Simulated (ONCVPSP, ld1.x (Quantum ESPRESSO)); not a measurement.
# Potentials for molybdenum compared

Generated with ld1.x 7.5 (TM, RRKJ, ultrasoft, PAW), atompaw 4.2 or ONCVPSP 4.0.1. The cutoff is in Ry: for ld1.x and atompaw files where the sum of valence levels is converged to 10 mRy in a Bessel basis, for ONCV files where the hardest occupied wave has 1 mHa per electron of residual kinetic energy. The error is the largest all-electron minus pseudo excitation energy over each file’s own four to seven test configurations (ionisations up to +4, promotions, holes and added fractions of an electron), all of which were solved. The labels leave out finer settings (local radius, basis sizes, second energies), which also bear on the numbers. Spin-polarised tests are not counted. The rows are a selection from randomly drawn settings: files with unsolved tests, undetermined cutoffs or missed reference levels are left out.

A true bound ghost makes a file unfit for plane-wave use even where its test errors are small: the radial tests pick states by their node count and pass the ghost by.

| potential | cutoff (Ry) | largest error (meV) | bound ghosts |
| --- | --- | --- | --- |
| ONCV, PBE, scalar-relativistic, rc 1.50/2.00/2.20 (spd), local smoothed, core correction yes, reference 4s2 4p6 4d5, qcut 6.8/7.4/7.1, projectors 1/2/2 | 41 | +186 | none |
| ONCV, PW91, fully relativistic, rc 1.10/2.10/2.25 (spd), local smoothed, core correction yes, reference 4s2 4p6 4d5, qcut 4.6/8.1/5.8, projectors 2/2/1 | 191 | +36 | none |
| ONCV, PBE, scalar-relativistic, rc 3.10/2.50/2.50 (spd), local smoothed, core correction yes, reference 4d5 5s1, qcut 2.5/4/5.5, projectors 2/2/1 | 26 | -256 | p |
| PAW, LDA (PZ), scalar-relativistic, rc 2.05/1.80/2.25 (spd), local smoothed, core correction yes, reference 4s2 4p6 4d5 5s0 5p0 | 25 | -17 | none |
| ONCV, LDA (Perdew-Wang 92), fully relativistic, rc 2.10/1.40/1.65 (spd), local smoothed, core correction no, reference 4s2 4p6 4d5 5s1, qcut 6.8/6.3/5.1, projectors 2/2/2 | 79 | -5.3 | none |

(1) Fill in the row for Mo: ONCV, LDA (Perdew-Wang 92), scalar-relativistic, rc 1.80/1.20/1.95 (spd), local smoothed, core correction yes, reference 4s2 4p6 4d4, qcut 8.7/5.8/6.5, projectors 3/2/1.

(2) Fill in the row for Mo: ONCV, LDA (Perdew-Wang 92), scalar-relativistic, rc 1.85/1.30/2.00 (spd), local smoothed, core correction yes, reference 4s2 4p6 4d5 5s0.5, qcut 4.9/5.4/6.8, projectors 2/1/2.

## Answers

(1) cutoff 227 Ry, largest error -40 meV, bound ghosts: none.

(2) cutoff 141 Ry, largest error +66 meV, bound ghosts: none.
